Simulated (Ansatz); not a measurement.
`CC[BH][AlH2]` → `C[BH][AlH2]` + `[CH2]` (triplet) at 400 K and 1 bar (formal loss of a carbene).

Calculated with Ansatz (gas phase, PBE0-D4/def2-TZVP geometries, no zero-point term in ΔE). CCSD(T)/CBS is the MP2 limit (def2-TZVPP, def2-QZVPP) plus CCSD(T) − MP2 in def2-TZVPP, frozen cores. This one scheme is used for every species. Triplets are unrestricted, without spin–orbit coupling. One conformer a species, not always the lowest.

| species | CCSD(T)/CBS energy (Eh) | H − E (kJ/mol) | S (J/(mol·K)) |
| --- | --- | --- | --- |
| `CC[BH][AlH2]` | -347.67736 | 268.5 | 385.4 |
| `C[BH][AlH2]` | -308.41859 | 187.6 | 338.9 |
| `[CH2]` (triplet) | -39.09499 | 59.0 | 205.7 |

H − E and S are ideal-gas, rigid-rotor, harmonic terms from PBE0-D4/def2-TZVP, for one conformer and one mirror image of each species, with the whole ground term of open shells counted as degenerate. 1 Eh = 2625.50 kJ/mol, R = 8.31446 J/(mol·K).

Problem. By hand: ΔE, ΔH, ΔS and ΔG.

Solution. ΔE = (-308.41859) + (-39.09499) − (-347.67736) = 0.16378 Eh = 430.0 kJ/mol. Δ(H − E) = 187.6 + 59.0 − 268.5 = -21.9, so ΔH = 408.1 kJ/mol. ΔS = 338.9 + 205.7 − 385.4 = 159.2 J/(mol·K). ΔG = 408.1 − 400 × (159.2)/1000 = 344.4 kJ/mol.

Problem. By hand: the equilibrium constant, and the temperature at which ΔG would vanish if ΔH and ΔS stayed fixed.

Solution. log₁₀ K = −ΔG/(RT ln 10) = -45.0. ΔG = 0 at ΔH/ΔS = 2563 K, far beyond where these terms or the molecules hold.

The number of gas molecules changes by +1, which sets the sign of ΔS. A doubt of 5 kJ/mol in ΔE shifts log₁₀ K by 0.7 here. Other conformers and mirror images would add mixing entropy, several J/(mol·K) or more a flexible species. Modes under 60 cm⁻¹, often nearly free rotors, make the harmonic entropy too high. A triplet takes part, so the spin changes. These are equilibria of isolated gas molecules and say nothing of rates. Largest T1 diagnostic: 0.011 (customary marks: 0.02 for closed shells, 0.045 for open ones).
